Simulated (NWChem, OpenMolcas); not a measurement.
AlI (iodoaluminum): methods side by side

The species is AlI (2 atoms), meant as a singlet with charge 0. As SMILES, `[Al][I]`. The bond length is the measured one.

```xyz
2

Al    0.0000    0.0000    0.0000
I     0.0000    0.0000    2.5371
```

Quantity: the dipole moment, in D. The values are calculated.

| level | kind | program | value (D) | CPU time |
| --- | --- | --- | --- | --- |
| HF/def2-TZVPPD (core potential) | Hartree–Fock | NWChem | 1.87 | 64 s |
| PBE/def2-TZVPPD (core potential) | GGA | OpenMolcas | 1.54 | 23 s |
| revPBE/def2-TZVPPD (core potential) | GGA | NWChem | 1.48 | 24 s |
| r2SCAN/def2-TZVPPD (core potential) | meta-GGA | OpenMolcas | 1.48 | 29 s |
| BHLYP/def2-TZVPPD (core potential) | global hybrid | OpenMolcas | 1.94 | 20 s |
| M06-2X/def2-TZVPPD (core potential) | hybrid meta-GGA | NWChem | 2.18 | 27 s |
| CAM-B3LYP/def2-TZVPPD (core potential) | range-separated hybrid | NWChem | 1.93 | 85 s |
| wB97X/def2-TZVPPD (core potential) | range-separated hybrid | NWChem | 1.75 | 92 s |

The values span 1.48 to 2.18 D. Times are those of the runs behind each value, whatever else they computed, on shared processors of several kinds: orders of magnitude only.
